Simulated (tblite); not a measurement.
Species: C8H9NS.
Structure used (GFN2-xTB), in Å, numbered top down from 1:
```xyz
19
C8H9NS angstrom
C     -2.4797   -0.5563    0.1525
C     -1.6654    0.5324    0.8531
C     -0.4275    0.8566    0.0768
C     -0.2509    1.9545   -0.7055
S      1.2845    2.0310   -1.5202
C      1.7408    0.5241   -0.8063
C      2.8116   -0.3879   -0.7737
C      2.4133   -1.3994    0.0611
N      1.1557   -1.1493    0.5354
C      0.7246    0.0316    0.0124
H     -3.3676   -0.7997    0.7312
H     -1.8883   -1.4607    0.0274
H     -2.7896   -0.2142   -0.8319
H     -1.3868    0.1943    1.8552
H     -2.2745    1.4318    0.9560
H     -0.9436    2.7583   -0.8604
H      3.7464   -0.3141   -1.2905
H      2.9426   -2.2866    0.3489
H      0.6446   -1.7370    1.1712
```

Computed with GFN2-xTB (tblite): harmonic, unscaled wavenumbers at the GFN2-xTB geometry, gas phase. The method is semi-empirical: single wavenumbers can be off by several per cent or more. One conformer, not necessarily the lowest.

Harmonic wavenumbers (cm⁻¹): 50.5, 113.4, 169.2, 225.0, 233.9, 259.8, 330.5, 418.9, 472.0, 519.9, 535.4, 578.2, 581.4, 639.4, 650.3, 735.3, 766.1, 807.7, 814.6, 847.4, 872.8, 937.1, 1012.2, 1064.2, 1074.1, 1080.0, 1119.5, 1137.0, 1176.4, 1227.2, 1250.4, 1318.5, 1339.5, 1406.8, 1409.3, 1413.1, 1482.0, 1498.0, 1500.8, 1505.6, 1542.1, 1564.9, 2954.7, 2991.9, 3033.1, 3035.3, 3044.3, 3156.0, 3157.8, 3183.2, 3487.7.

A = 1648, B = 1147, C = 715.4 MHz; mass 151.046 u (most abundant isotopes); point group C1, symmetry number 1.

Q: What is the zero-point energy?

A: Half the sum of the wavenumbers: 32862 cm⁻¹ = 93.96 kcal/mol.

Q: Entropy at 400 K, 1 bar (ideal gas, RRHO, classical rotation)?

A: Translation 42.43, rotation 30.73, vibration 33.97: S = 107.1 cal/(mol K).

Q: And Cp and H(400 K) − H(0)?

A: Cp = 48.42 cal/(mol K), of which vibrations give 40.47 (their classical limit is 51 R = 101.3); H(400 K) − H(0) = 10.77 kcal/mol without the zero-point energy, 7.59 from vibrations.

Q: What must be added to the electronic energy to get the Gibbs energy at 400 K and 1 bar?

A: ZPE + [H(400 K) − H(0)] − T·S = 93.96 + 10.77 − 42.85 = 61.88 kcal/mol.

Q: How do the functions run with temperature in this model?

A: 
```tsv
T (K)	S (cal/(mol K))	Cp (cal/(mol K))	H − H(0) (kcal/mol)	G − H(0) (kcal/mol)	ln q(vib)
100	67.7	16.0	1.14	-5.63	1.08
200	81.9	26.4	3.25	-13.14	3.02
300	94.8	37.7	6.45	-21.98	5.21
500	118.9	57.5	16.08	-43.39	9.96
800	150.3	75.6	36.32	-83.93	17.21
1000	168.0	83.2	52.24	-115.81	21.79
```

q(vib) and H(0) count from the zero-point level.

Hindered rotation and anharmonicity are outside this model. Other conformers, if any are populated, would add a mixing term that is left out. The structure is chiral; the term R ln 2 for an equal mix with its mirror image is left out.
